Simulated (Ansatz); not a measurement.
`C[CH]1[S][GaH]1` + H₂ → `[CH2]1[S][GaH]1` + CH₄ at 400 K and 1 bar (hydrogenolysis of a C–C bond).

Calculated with Ansatz (gas phase, PBE0-D4/def2-TZVP geometries, no zero-point term in ΔE). CBS: MP2 limit from def2 TZ/QZ plus the TZ coupled-cluster correction, frozen cores. This one scheme is used for every species. For Ga outer-core shells are correlated without core-valence functions, which leaves a few kJ/mol of doubt a bond. Scalar relativity is left out up to krypton.

```csv
species,CCSD(T)/CBS energy (Eh),H − E (kJ/mol),S (J/(mol·K))
`C[CH]1[S][GaH]1`,-2400.81434,191.5,348.9
H₂,-1.17544,38.0,139.0
`[CH2]1[S][GaH]1`,-2361.55142,110.8,309.7
CH₄,-40.46206,131.3,197.2
```

H − E and S are ideal-gas, rigid-rotor, harmonic terms from PBE0-D4/def2-TZVP, for one conformer and one mirror image of each species. The MP2-based limit puts H₂ 0.8 mEh under its directly extrapolated value; such offsets cancel only in part. 1 Eh = 2625.50 kJ/mol, R = 8.31446 J/(mol·K).

Q: By hand: ΔE, ΔH, ΔS and ΔG.

A: ΔE = (-2361.55142) + (-40.46206) − (-2400.81434) − (-1.17544) = -0.02370 Eh = -62.2 kJ/mol. Δ(H − E) = 110.8 + 131.3 − 191.5 − 38.0 = 12.6, so ΔH = -49.6 kJ/mol. ΔS = 309.7 + 197.2 − 348.9 − 139.0 = 19.0 J/(mol·K). ΔG = -49.6 − 400 × (19.0)/1000 = -57.2 kJ/mol.

Q: By hand: the equilibrium constant, and the temperature at which ΔG would vanish if ΔH and ΔS stayed fixed.

A: log₁₀ K = −ΔG/(RT ln 10) = 7.5. ΔH and −TΔS have one sign here, so there is no such temperature.

ΔH outweighs TΔS. A doubt of 5 kJ/mol in ΔE shifts log₁₀ K by 0.7 here. Other conformers and mirror images would add mixing entropy, several J/(mol·K) or more a flexible species. These are equilibria of isolated gas molecules and say nothing of rates. Largest T1 diagnostic: 0.015 (customary marks: 0.02 for closed shells, 0.045 for open ones).
